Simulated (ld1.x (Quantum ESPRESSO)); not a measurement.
## Ranking TM potentials for Ga

All share these settings but for the change named:

Ga, norm-conserving Troullier–Martins (Kleinman–Bylander form), made with ld1.x (Quantum ESPRESSO) 7.5 (PBEsol, scalar-relativistic). Core [Ne], reference 3s2 3p6 3d10 4s0 4p0 (charge +3). Waves: 3s (bound): rc 0.70 bohr; 3d (bound): rc 0.65 bohr; 3p (bound): rc 1.05 bohr. Local part: the p channel. Core correction: none.

Test errors are all-electron minus pseudo excitation energies from the reference, over 3s2 3p6 3d10 4s2 4p1; 3s2 3p6 3d10 4s2 4p0; 3s2 3p6 3d10 4s1 4p0; 3s2 3p6 3d10 4s1 4p1; 3s2 3p6 3d10 4s0 4p3; 3s2 3p5 3d10 4s2 4p1; 3s2 3p6 3d10 4s2 4p1.3. None of these files shows a bound ghost.

The base gives 630.5 meV.

Of 8 variants that were run, those that failed, showed a ghost or another fault, or gave nearly equal values are left out.

A variant can come out equal or close to the base, since the largest error may sit in a test that the change hardly touches while other tests move.

Rank these variants by their largest absolute test error, smallest first.
A. all radii scaled by about 1.28 (s 0.90, p 1.34, d 0.84 bohr)
B. all radii scaled by about 1.23 (s 0.86, p 1.28, d 0.80 bohr)
C. all radii scaled by about 1.06 (s 0.74, p 1.12, d 0.68 bohr)
D. all radii scaled by about 1.37 (s 0.96, p 1.44, d 0.88 bohr)

B (354.2 meV), A (464.9 meV), C (579.4 meV), D (989.1 meV).
